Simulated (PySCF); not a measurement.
C3H5F3, SMILES FC(CC)(F)F, GFN2-xTB optimised geometry.

```
11

C      1.51    -0.55     0.00
C     -0.01    -0.55     0.00
C     -0.55     0.87     0.00
F     -1.89     0.89     0.00
F     -0.16     1.57    -1.08
F     -0.16     1.57     1.07
H      1.88    -1.57     0.00
H      1.89    -0.04     0.88
H      1.89    -0.04    -0.88
H     -0.40    -1.05     0.89
H     -0.40    -1.05    -0.89
```

Density from PBE0/def2-TZVP (PySCF) at that geometry.

Minimum of the electron density along straight lines between bonded atoms, close to the bond critical point (lines longer than 1.1 times the sum of covalent radii, or with two minima, are not listed):

```csv
bond,length / Å,ρ at the minimum / e bohr⁻³,∇²ρ there / e bohr⁻⁵,position (fraction from the first atom)
C1–C2,1.525,0.244,-0.60,0.49
C2–C3,1.515,0.266,-0.72,0.46
C3–F4,1.344,0.282,-0.46,0.34
C3–F5,1.342,0.283,-0.43,0.34
C3–F6,1.342,0.283,-0.43,0.34
C1–H7,1.086,0.281,-0.97,0.64
C1–H8,1.087,0.281,-0.97,0.64
C1–H9,1.088,0.281,-0.97,0.64
C2–H10,1.091,0.280,-0.97,0.64
C2–H11,1.091,0.280,-0.97,0.64
```
